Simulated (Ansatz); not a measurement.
Ansatz (a program for electronic structure) input (CCSD(T)/def2-TZVPPD):
A basis named .json is the Basis Set Exchange file of that set.

Ansatz 0.2 input:
```yaml
crystal:
  periodic: [false, false, false]
  atoms:
    - {symbol: Y, position_ang: [0.81365442, -0.01054035, -0.00182039]}
    - {symbol: I, position_ang: [-0.27710271, 2.00525149, -1.63780038]}
    - {symbol: I, position_ang: [-0.32162412, -1.99749539, 1.63913991]}
basis:
  gaussian:
    orbitals: def2-TZVPPD.json
total_charge: 1
magnetization: {spin_polarized: false}
correlation: {method: ccsd_t, electrons: outside_noble_gas}
```

Output:

```
Functional definition: HF
integrals: 0.55 GiB planned
1441 factors; integrals over basis functions are off by at most 4.9e-4 eV
mean field: 0.84 GiB planned
mean field evaluation 1: about -17171.0463 eV, gradient 2.7e1 eV
mean field evaluation 2: about -17171.0669 eV, gradient 2.7e1 eV
mean field evaluation 4: about -17174.1699 eV, gradient 3.0e0 eV
mean field evaluation 8: about -17174.2114 eV, gradient 3.2e-1 eV
mean field evaluation 16: about -17174.2129 eV, gradient 1.8e-6 eV
mean field -17174.21289088 eV, -631.1406826401 hartree, gradient 1.8e-6 eV, S^2 0.000000; 0 other end points of the search recorded, 0 dependent functions left out
22 core orbitals not correlated
reference -17174.21289088 eV, -631.1406826401 hartree; 8, 8 occupied and 144, 144 virtual orbitals, 1441 factors
second order -8.48150600 eV of doubles, -0.00000000 eV of singles
coupled cluster: 0.88 GiB planned
cycle   1  -8.91372728 eV  change   -4.3e-1 eV  update   1.0e-1
cycle   2  -9.12256682 eV  change   -2.1e-1 eV  update   3.4e-2
cycle   3  -9.19779462 eV  change   -7.5e-2 eV  update   2.1e-2
cycle   4  -9.19238453 eV  change    5.4e-3 eV  update   6.0e-3
cycle   5  -9.18901315 eV  change    3.4e-3 eV  update   2.5e-3
cycle   6  -9.18914904 eV  change   -1.4e-4 eV  update   8.8e-4
cycle   7  -9.18925591 eV  change   -1.1e-4 eV  update   3.3e-4
cycle   8  -9.18932597 eV  change   -7.0e-5 eV  update   1.2e-4
cycle   9  -9.18936229 eV  change   -3.6e-5 eV  update   4.9e-5
cycle  10  -9.18934599 eV  change    1.6e-5 eV  update   2.1e-5
cycle  11  -9.18934323 eV  change    2.8e-6 eV  update   8.2e-6
perturbative correction -0.48038632 eV, -0.0176538718 hartree
Total energy: -17183.88262043 eV, -631.4960386469 hartree
```

This state (charge 1, singlet) is run at the relaxed geometry of the species with charge 0 and multiplicity 2.
